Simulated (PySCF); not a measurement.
# Ionisation energy of Si²⁺ by level of theory

Si²⁺ [Ne] 3s2 (1S) → Si³⁺ [Ne] 3s1 (2S), as a difference of total energies. Calculation: PySCF 2.14, in x2c-QZVPPall (9s6p4d2f1g, 70 functions); the spin-free X2C one-electron Hamiltonian (Gaussian nucleus). Correlated levels: valence: [Ne] frozen. The calculations carry no spin-orbit coupling.

```
           method  ionisation energy (eV)
              UHF                  32.020
    MP2 (valence)                  32.929
SCS-MP2 (valence)                  33.111
   CCSD (valence)                  33.258
```

Errors of the correlated levels include the incompleteness of this basis and the frozen core.

With two correlated electrons CCSD is exact in that space.

Which method comes closest to the reference value, and which is furthest?

The reference is 33.493 eV (measured; NIST Atomic Spectra Database, ionization energies). Closest: CCSD (valence) (error -0.235 eV); furthest: UHF (error -1.473 eV).
